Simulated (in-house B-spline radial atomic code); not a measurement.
Configurations of Ru7+, with energies counted from [Kr] 4d1. Level of theory: scalar-relativistic (X2C) B3LYP, spin-polarised, spherical fractional occupations, Fermi nucleus of rms radius 4.4809 fm; calculated with a B-spline radial code for spherical atoms. Shells without spins written out take the highest spin.

Caution: exact exchange at fractional occupations of open shells leaves self-interaction of up to several eV.

Occupations are held fixed; configurations that lie above the ionisation limit could autoionise.

```csv
configuration,E - E(ref) (eV),highest orbital,its <r> (bohr)
[Kr] 5s1,25.363,5s up,2.008
[Kr] 5d1,52.941,5d up,2.579
"[Ar] 3d10 4s2 4p(2 up, 3 down) 4d(0 up, 1 down) 5s(0 up, 1 down)",75.604,5s down,1.993
"[Ar] 3d10 4s2 4p(2 up, 3 down) 4d(1 up, 0 down) 5d(0 up, 1 down)",105.11,5d down,2.568
[Ar] 3d9 4s2 4p6 4d1 5s1,328.12,5s up,1.972
[Ar] 3d9 4s2 4p6 4d1 5p1,339.69,5p up,2.15
```

(1) Order these further configurations by energy, lowest first.
A. [Ar] 3d9 4s2 4p6 4d1 4f1
B. [Ar] 3d9 4s2 4p6 4d1 5f1
C. [Ar] 3d9 4s2 4p6 4d1 5d1
D. [Ar] 3d10 4s2 4p5 4d1 4f1
E. [Ar] 3d10 4s2 4p(3 up, 2 down) 4d(1 up, 0 down) 5p(0 up, 1 down)

(2) How far above the reference does [Kr] 5f(1 up, 0 down) lie?

Answers

(1) E (87.625 eV), D (94.742 eV), A (347.31 eV), C (356.19 eV), B (372.63 eV).

(2) 69.023 eV; its least bound orbital is 5f up with <r> = 3.244 bohr.
